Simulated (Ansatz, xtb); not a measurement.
System: SeCl$_{2}$, net charge 0, singlet state. 
Geometry from a B3LYP-D3(BJ)/def2-TZVP (Ansatz, an electronic-structure program) optimisation:
```xyz
3

Se    -0.0048    -0.0006     0.6866
Cl     1.1124     1.2742    -0.6777
Cl    -1.1027    -1.2730    -0.6955
```
Charge 0, spin multiplicity 1.

Harmonic wavenumbers from GFN2-xTB (xtb, at its own minimum), cm⁻¹: 154, 362, 393.

Q: Give the harmonic wavenumbers at B3LYP-D3(BJ)/def2-TZVP (Ansatz, finite differences of forces, unscaled).

A: 155, 389, 412 cm⁻¹. Zero-point energy 1.4 kcal/mol.

Q: From these and the geometry, give the ideal-gas thermochemistry at 298.15 K and 1 atm (rigid rotor, harmonic oscillator).

A: Point group C2v, rotational symmetry number 2. Rotational constants 7.174, 2.502, 1.855 GHz. S(trans) 40.92, S(rot) 25.29, S(vib) 4.53, S(elec, spin only) 0.00, S 70.7 cal/(mol K). H(298) - H(0) 3.16 kcal/mol; G - E(el) -16.6 kcal/mol.
